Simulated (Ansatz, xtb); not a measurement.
# Two isomers of C6H7NO

Structure a: `C=C1C=CCN1C=O`, a singlet. Structure b: `Cn1ccc(C=O)c1`, a singlet. Both are isolated molecules in the gas phase, relaxed with r2SCAN-D4/def2-SVP; the shapes shown needn't be the lowest conformers.

a (Å):

```xyz
15

C    -2.4275    1.2714   -1.2207
C    -1.5121    0.2880   -1.3592
C    -0.9566   -0.5493   -0.2965
C    -0.0689   -1.4256   -0.8041
C     0.0533   -1.2509   -2.2841
C    -1.0617    0.3079   -3.8196
N    -0.8837   -0.1585   -2.5462
O    -0.4719   -0.1427   -4.7807
H    -2.8054    1.8640   -2.0546
H    -2.8137    1.4896   -0.2240
H    -1.2502   -0.4438    0.7489
H     0.4989   -2.1716   -0.2452
H     1.0737   -0.9795   -2.6151
H    -0.2258   -2.1532   -2.8608
H    -1.8009    1.1401   -3.8811
```

b (Å):

```xyz
15

C    -2.6599   -0.4344   -1.0138
C    -1.3334   -1.2333    0.9605
C    -0.0944   -0.9830    1.5044
C     0.5232    0.0194    0.6917
C     1.8407    0.6118    0.8773
C    -0.3812    0.3357   -0.3234
N    -1.4986   -0.4229   -0.1501
O     2.6133    0.3217    1.7699
H    -3.5807   -0.3552   -0.4167
H    -2.7025   -1.3601   -1.6105
H    -2.6124    0.4236   -1.6970
H    -2.1258   -1.9176    1.2620
H     0.3471   -1.4433    2.3865
H     2.1106    1.3892    0.1080
H    -0.3011    1.0454   -1.1468
```

Quicker runs give these differences E(b) − E(a): GFN2-xTB −26.6 kJ/mol; HF/STO-3G −60.6 kJ/mol (at GFN2-xTB geometries); r2SCAN-D4/def2-SVP//GFN2-xTB −28.3 kJ/mol.

Problem. Estimate E(b) − E(a) at the level CCSD(T)/def2-SVP + ΔMP2/def2-TZVPP.

Solution. Calculated at CCSD(T)/def2-SVP + ΔMP2/def2-TZVPP: E(b) − E(a) = −24.3 kJ/mol, so structure b lies lower.

How the difference moves with the method:

| level | geometry | E(b) − E(a) (kJ/mol) | departure from the last row (kJ/mol) | job, with rough time for the two |
| --- | --- | --- | --- | --- |
| GFN2-xTB | GFN2-xTB | −26.6 | −2.3 | optimisation, 0.16 s |
| HF/STO-3G | GFN2-xTB | −60.6 | −36.3 | single point, 0.5 s |
| r2SCAN-D4/def2-SVP//GFN2-xTB | GFN2-xTB | −28.3 | −4.0 | single point, 4.6 s |
| r2SCAN-D4/def2-SVP | r2SCAN-D4/def2-SVP | −28.0 | −3.6 | optimisation, 77 s |
| HF/def2-SVP | r2SCAN-D4/def2-SVP | −17.7 | +6.7 | part of the CCSD(T) run |
| MP2/def2-SVP | r2SCAN-D4/def2-SVP | −48.5 | −24.1 | part of the CCSD(T) run |
| CCSD(T)/def2-SVP | r2SCAN-D4/def2-SVP | −28.9 | −4.5 | single point |
| CCSD(T)/def2-SVP + ΔMP2/def2-TZVPP | r2SCAN-D4/def2-SVP | −24.3 |  | single point, 1.9 min |

As drawn, b has 2 C∷N, 3 C∷C in place of 2 C=C, 1 C–C, 2 C–N (∷ is an aromatic bond). Structure a has a 5-membered ring, b a 5-membered ring (with an aromatic ring).

None of the levels shown reverses the order. The largest departure from CCSD(T)/def2-SVP + ΔMP2/def2-TZVPP is that of HF/STO-3G, 36.3 kJ/mol. The last row adds to CCSD(T) the change of the MP2 difference between the two basis sets, here +4.5 kJ/mol.

With thermal terms from frequencies at re-optimised GFN2-xTB minima (ideal gas, soft modes damped towards free rotors, one conformer each, 298.15 K, 1 atm): on the last row, ΔE + ΔZPE = −23.2, ΔH = −21.9, ΔG = −25.4 kJ/mol.

The correlated steps freeze 8 core orbitals. Programs: Ansatz 0.2.0, xtb 6.7.1; the last row on 4 threads of Arm Neoverse V1 on a shared host.
